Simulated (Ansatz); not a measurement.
Reaction (formal loss of a carbene): `B[SiH](F)OC` → `[CH2]` (triplet) + `B[SiH](O)F`

Isolated molecules relaxed with PBE0-D4/def2-TZVP in Ansatz; ΔE leaves out vibrations. CCSD(T)/CBS adds triple-zeta CCSD(T) − MP2 to the extrapolated MP2 energy (def2 sets, frozen cores). This one scheme is used for every species. DFT in def2-TZVPP. B3LYP here is the variant with VWN-RPA as its local correlation; programs differ in this. HSE06 is defined as in plane-wave codes. Triplets are unrestricted, without spin–orbit coupling. One conformer a species, not always the lowest.

`B[SiH](F)OC`:

Cartesian coordinates in Å:
```
B -2.295 0.044 -0.527
Si -0.610 -0.308 0.512
F -0.555 -1.857 0.933
O 0.594 0.068 -0.521
C 1.945 0.285 -0.176
H -3.036 0.944 -0.266
H -2.571 -0.648 -1.461
H -0.396 0.432 1.786
H 2.377 0.993 -0.886
H 2.506 -0.652 -0.228
H 2.042 0.699 0.834
```

`[CH2]` (triplet):

Z-matrix (Å, degrees):
```
C
H 1 1.079
H 1 1.079 2 134.9
```

`B[SiH](O)F`:

```xyz
8

B    -0.981   -0.717    0.650
Si    0.591    0.425    0.115
O     0.421    0.990   -1.414
F     1.874   -0.535    0.230
H    -1.590   -0.570    1.668
H    -1.346   -1.594   -0.080
H     0.882    1.629    0.925
H     0.149    0.371   -2.094
```

```json
{"level": "B97M-V", "ΔE (kJ/mol)": "384.7", "difference from CCSD(T)/CBS": "3.3"}
{"level": "B3LYP-D4", "ΔE (kJ/mol)": "381.4", "difference from CCSD(T)/CBS": "0.0"}
{"level": "r2SCANh-D4", "ΔE (kJ/mol)": "358.3", "difference from CCSD(T)/CBS": "-23.1"}
{"level": "r2SCAN0-D4", "ΔE (kJ/mol)": "355.9", "difference from CCSD(T)/CBS": "-25.5"}
{"level": "HSE06-D4", "ΔE (kJ/mol)": "380.8", "difference from CCSD(T)/CBS": "-0.6"}
{"level": "CAM-B3LYP-D4", "ΔE (kJ/mol)": "386.1", "difference from CCSD(T)/CBS": "4.7"}
{"level": "B2PLYP", "ΔE (kJ/mol)": "376.3", "difference from CCSD(T)/CBS": "-5.1"}
{"level": "revPBE", "ΔE (kJ/mol)": "359.7", "difference from CCSD(T)/CBS": "-21.7"}
{"level": "PBE0", "ΔE (kJ/mol)": "375.5", "difference from CCSD(T)/CBS": "-5.9"}
{"level": "r2SCAN0", "ΔE (kJ/mol)": "354.0", "difference from CCSD(T)/CBS": "-27.4"}
{"level": "BHLYP", "ΔE (kJ/mol)": "363.8", "difference from CCSD(T)/CBS": "-17.6"}
{"level": "RPA@PBE/def2-TZVPP", "ΔE (kJ/mol)": "371.0", "difference from CCSD(T)/CBS": "-10.4"}
{"level": "HF/def2-TZVPP", "ΔE (kJ/mol)": "247.6", "difference from CCSD(T)/CBS": "-133.8"}
{"level": "CCSD/def2-TZVPP", "ΔE (kJ/mol)": "362.1", "difference from CCSD(T)/CBS": "-19.3"}
{"level": "MP2/def2-QZVPP", "ΔE (kJ/mol)": "385.5", "difference from CCSD(T)/CBS": "4.1"}
{"level": "SCS-MP2/def2-QZVPP", "ΔE (kJ/mol)": "392.6", "difference from CCSD(T)/CBS": "11.2"}
{"level": "CCSD(T)/CBS", "ΔE (kJ/mol)": "381.4", "difference from CCSD(T)/CBS": "0"}
```

Largest T1 diagnostic among the species: 0.012.

Leaving LDA and LC-ωPBE aside and taking each functional with its dispersion term where it has one, the values, not all of them listed here, spread over 41.7 kJ/mol, from r2SCAN0-D4 to ωB97X-V. LDA lies +70.0 kJ/mol from PBE without D4. From PBE to PBE0 (25 % exact exchange), in def2-TZVPP and without D4, ΔE moves by −8.3 kJ/mol.
